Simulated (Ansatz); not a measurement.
Geometry optimisation, RKS PBE0/6-31G* (Ansatz).

Input:

```yaml
crystal:
  periodic: [false, false, false]
  atoms:
    - { symbol: Al, position_ang: [-0.043114, -0.158232, -0.200182] }
    - { symbol: H, position_ang: [-0.09258, -0.244339, 1.367384] }
    - { symbol: F, position_ang: [1.415321, -0.162621, -0.984154] }
    - { symbol: "N", position_ang: [-1.548207, -0.271836, -1.11808] }
    - { symbol: H, position_ang: [-2.459809, -0.379718, -0.695179] }
    - { symbol: H, position_ang: [-1.629378, -0.219591, -2.125296] }
    - { symbol: O, position_ang: [-0.257381, 2.413543, 1.268922] }
    - { symbol: H, position_ang: [-1.194497, 2.656597, 1.261028] }
    - { symbol: H, position_ang: [-0.223455, 1.573597, 1.786756] }
basis:
  gaussian: { orbitals: "6-31G*" }
hamiltonian:
  xc: pbe0
relax:
  f_tol: 0.03
  max_steps: 50
```

Command:

```bash
$ ansatz run input.yaml --threads 1 --pin off --max-ram 2048MiB --backend cpu --events-out ev --progress --plain --runs-dir out
```

Where does it end, and by what steps?

The run converged. After 14 steps the energy has fallen by 0.855 eV; H8 moved furthest, 1.28 Å. Joined: Al1–O7 (2.97 → 2.00 Å).

```tsv
step	energy less start (eV)	largest force component (eV/Å)	accepted
0	0.0000	0.917	yes
1	-0.0640	1.909	yes
2	-0.2535	2.417	yes
3	-0.5358	1.400	yes
4	-0.6439	0.937	yes
5	-0.7000	0.715	yes
6	-0.7620	0.448	yes
7	-0.7898	0.155	yes
8	-0.8200	0.668	yes
9	-0.8472	0.431	yes
10	-0.8525	0.109	yes
11	-0.8546	0.116	yes
12	-0.8552	0.031	yes
13	-0.8552	0.031	yes
14	-0.8552	0.012	yes
```

```xyz
9
Properties=species:S:1:pos:R:3
Al 0.020 0.021 0.116
H 0.026 -0.866 1.440
F 1.399 0.100 -0.812
N -1.593 0.269 -0.751
H -2.363 -0.351 -0.522
H -1.604 0.415 -1.754
O -0.292 1.876 0.785
H -1.177 1.794 0.320
H -0.449 1.948 1.739
```

The run took 20 s on 1 thread of AMD EPYC 9R45 96-Core Processor (Zen 5), with other jobs on the host, peak memory 0.18 GiB.
